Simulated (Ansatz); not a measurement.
C$_{8}$H$_{20}$Si (`CC(C)C[SiH2]CC(C)C`) at its PBE0-D4/def2-TZVP geometry, where that method's forces vanish. Total charge 0; spin multiplicity 1.

```xyz
29

C    -0.7191   -1.3294   -2.9227
C     0.3150   -0.2529   -2.6250
C     0.1273    0.9407   -3.5514
C     0.2725    0.1840   -1.1586
Si    0.6714   -1.1379    0.1190
C     0.9959   -0.3558    1.7992
C    -0.0574    0.6372    2.2985
C     0.3890    1.2899    3.5996
C    -1.4191   -0.0209    2.4699
H    -1.7288   -0.9623   -2.7103
H    -0.6869   -1.6246   -3.9745
H    -0.5612   -2.2264   -2.3192
H     1.3083   -0.6776   -2.8207
H     0.8837    1.7085   -3.3689
H    -0.8553    1.3978   -3.3954
H     0.1938    0.6443   -4.6019
H     0.9869    1.0024   -1.0008
H    -0.7158    0.6058   -0.9320
H    -0.4279   -2.1414    0.2099
H     1.8957   -1.8771   -0.3107
H     1.1228   -1.1583    2.5373
H     1.9695    0.1460    1.7359
H    -0.1595    1.4306    1.5465
H     1.3516    1.7941    3.4812
H    -0.3391    2.0287    3.9458
H     0.5022    0.5381    4.3873
H    -1.3627   -0.8387    3.1956
H    -1.7936   -0.4410    1.5329
H    -2.1593    0.6963    2.8333
```

(1) What forces (eV/Å) does B3LYP-D4/def2-TZVPP give on these atoms in the Gaussian-basis code of Ansatz? (Estimate.)

Answers

(1) Computed: 
```
C1  -0.151 -0.190 -0.052
C2   0.185 -0.064 -0.035
C3  -0.014  0.183 -0.157
C4  -0.018  0.134  0.183
Si5  0.035 -0.205 -0.022
C6   0.195 -0.124 -0.014
C7  -0.006  0.154 -0.130
C8   0.064  0.119  0.195
C9  -0.231 -0.096  0.007
H10  0.045 -0.029 -0.013
H11 -0.010  0.005  0.055
H12 -0.025  0.047 -0.055
H13 -0.058  0.028  0.006
H14 -0.042 -0.033 -0.018
H15  0.051 -0.014 -0.016
H16 -0.003  0.027  0.045
H17 -0.050 -0.039 -0.012
H18  0.064 -0.013 -0.017
H19  0.079  0.073 -0.007
H20 -0.076  0.044  0.024
H21  0.002  0.051 -0.031
H22 -0.052 -0.030  0.014
H23  0.005 -0.043  0.052
H24 -0.048 -0.020  0.016
H25  0.042 -0.029 -0.006
H26 -0.001  0.044 -0.028
H27 -0.014  0.037 -0.037
H28  0.004  0.028  0.073
H29  0.027 -0.044 -0.020
```

B3LYP here is the variant with VWN-RPA as its local correlation; programs differ in this.
